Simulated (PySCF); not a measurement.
Species: COSe.
Numbering: `[O:1]=[C:2]=[Se:3]`

Geometry (PBE0-D3(BJ)/def2-SVP, Å), atoms numbered from 1 in this order:
```
atom  x, y, z in Å
O1    -1.147    0.769   -0.014
C2    -0.147    0.193   -0.011
Se3    1.332   -0.660   -0.008
```

The calculation used PBE0-D3(BJ)/def2-SVP geometry optimisation, gas phase (PySCF 2.14.0).

Take the most abundant isotopes and a rigid rotor. 

Task: What are the moment of inertia and the rotational constant?

Result: I = 125.250 u·Å², B = 505379 MHz·u·Å²/I = 4035 MHz (0.1346 cm⁻¹, or 0.194 K as hB/k).

Task: List the first levels of a rigid rotor in a Σ state.

Result: E(J) = BJ(J+1): J = 1: 0.269, J = 2: 0.808, J = 3: 1.615, J = 4: 2.692, J = 5: 4.038, J = 6: 5.653 cm⁻¹.

Task: Where do the first rotational lines fall?

Result: The dipole is 0.69 D; J+1 ← J lies at 2B(J+1): 1 ← 0 at 8.07 GHz, 2 ← 1 at 16.14 GHz, 3 ← 2 at 24.21 GHz, 4 ← 3 at 32.28 GHz, 5 ← 4 at 40.35 GHz, 6 ← 5 at 48.42 GHz.

Task: Estimate the classical rotational partition function at 25 K, 50 K and 500 K.

Result: Point group C∞v, symmetry number σ = 1; q = kT/(σhB), k/h = 20836.6 MHz/K: 129 at 25 K, 258 at 50 K, 2580 at 500 K.

Not checked by PBE0-D3(BJ)/def2-SVP frequencies. Zero-point vibration and centrifugal distortion are left out.
